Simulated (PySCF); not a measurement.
**Polarisability and C₆ of Pb⁺ (lead, charge +1)**

[Xe] 4f14 5d10 6s2 6p1, 2P determinant. All numbers are calculated (PySCF 2.14, the spin-free X2C one-electron Hamiltonian (Gaussian nucleus), in aug-cc-pwCVTZ-DK3 with one added diffuse shell each of s, d, f type (12s10p9d6f1g, 138 functions)). Coupled (time-dependent) response in atomic units; α is the mean over directions.

```csv
method,mean α (bohr³),"α xx, yy, zz",C₆ (like pair),S(−4)
PBE0,27.51,"24.03, 34.48, 24.03",237.3,259.9
```

S(−4) is the Cauchy moment in α(ω) = α(0) + S(−4) ω² + …

Spin-orbit coupling is absent.

α(iu) at PBE0:

```tsv
u (hartree)	α(iu) (bohr³)
0	27.51
0.0500	26.88
0.100	25.23
0.200	20.71
0.300	16.55
0.500	11.03
0.750	7.460
1.00	5.540
1.50	3.551
2.00	2.521
3.00	1.474
5.00	0.6779
```

A single London oscillator, α(iu) = α/(1 + u²/ω²), gives C₆ = (3/4) ω α². Matching the computed C₆ needs ω = 4 × 237.3 / (3 × 27.51²) = 0.418 hartree.

For an ion, C₆ is the dispersion term alone; charge-induced terms of lower order in 1/R come first.

The components differ because the open shell of this determinant is not spherical; for a pure term their mean is the scalar polarisability.

Spin-orbit coupling, absent here, splits the open shell strongly.
